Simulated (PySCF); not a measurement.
**Multinuclear NMR of C₄H₁₄Si₃**

Geometry:
```
atom   x (Å)   y (Å)   z (Å)
  C1   0.961  -0.635  -1.443
  C2   0.902  -0.172  -0.185
  C3   2.140  -0.136   0.667
  C4  -0.396   0.297   0.460
 Si5  -0.161   1.646   1.783
 Si6  -1.639   0.987  -0.804
 Si7  -1.189  -1.215   1.300
  H8   1.906  -0.985  -1.864
  H9   0.083  -0.693  -2.092
 H10   1.992  -0.683   1.613
 H11   2.998  -0.580   0.144
 H12   2.411   0.899   0.936
 H13   0.619   2.797   1.233
 H14  -1.504   2.136   2.214
 H15   0.549   1.121   2.990
 H16  -2.092  -0.054  -1.776
 H17  -1.018   2.117  -1.559
 H18  -2.850   1.480  -0.079
 H19  -0.188  -1.890   2.181
 H20  -1.659  -2.183   0.264
 H21  -2.355  -0.795   2.140
```

A single conformation, no solvent model, relativity neglected, one averaged value for each set of equivalent atoms. PBE0-D3(BJ)/def2-SVP structure; shielding tensors at PBE0/pcSseg-1 (GIAO); PySCF 2.14.

What are the 29Si shifts?

Results:


```
      atoms               environment  σ (ppm)  δ (ppm)
Si5/Si6/Si7  silicon bonded to C, 3 H    410.2    -62.1
```

Shieldings were converted by a linear fit to measured shifts: 29Si (scatter 9.7 ppm rms, 23.4 ppm with the 5 outliers that the fit left out vs TMS, solution or neat liquid). A few per cent of atoms miss by over 2 rms, more outside the fitted compound classes.

On a 500 MHz spectrometer 29Si resonates near 99.3 MHz, so 1 ppm is 99.3 Hz.
